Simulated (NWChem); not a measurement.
Species: CCl$_{3}$ cation

```xyz
4

Cl    -1.5920     0.4266     0.0000
C      0.0000     0.0000     0.0000
Cl     0.4266    -1.5920     0.0000
Cl     1.1654     1.1654     0.0000
```
Atoms are numbered in this order, from 1.

Computed with NWChem. The geometry was optimised at PBE0/def2-SVP. B3LYP is NWChem's, with the RPA form of VWN correlation. Vertical excitations in the gas phase; the lowest state need not have the same character in each row.

```json
[
 {"level": "PBE/aug-cc-pVDZ, full TDDFT", "lowest excitation, singlet (eV)": "3.36", "oscillator strength of that lowest state": "0.000", "lowest state with f > 0.02, singlet (eV)": "5.37", "oscillator strength of that bright state": "0.129", "orbital gap (eV)": "3.23"},
 {"level": "B3LYP/aug-cc-pVDZ, full TDDFT", "lowest excitation, singlet (eV)": "3.67", "oscillator strength of that lowest state": "0.000", "lowest state with f > 0.02, singlet (eV)": "5.56", "oscillator strength of that bright state": "0.142", "orbital gap (eV)": "5.03"},
 {"level": "PBE0/aug-cc-pVDZ, full TDDFT", "lowest excitation, singlet (eV)": "___", "oscillator strength of that lowest state": "0.000", "lowest state with f > 0.02, singlet (eV)": "___", "oscillator strength of that bright state": "___", "orbital gap (eV)": "___"}
]
```

Problem. Some entries are withheld; supply them.

Solution. 
- PBE0/aug-cc-pVDZ, full TDDFT, lowest excitation, singlet (eV): 3.77
- PBE0/aug-cc-pVDZ, full TDDFT, lowest state with f > 0.02, singlet (eV): 5.66
- PBE0/aug-cc-pVDZ, full TDDFT, oscillator strength of that bright state: 0.146
- PBE0/aug-cc-pVDZ, full TDDFT, orbital gap (eV): 5.50
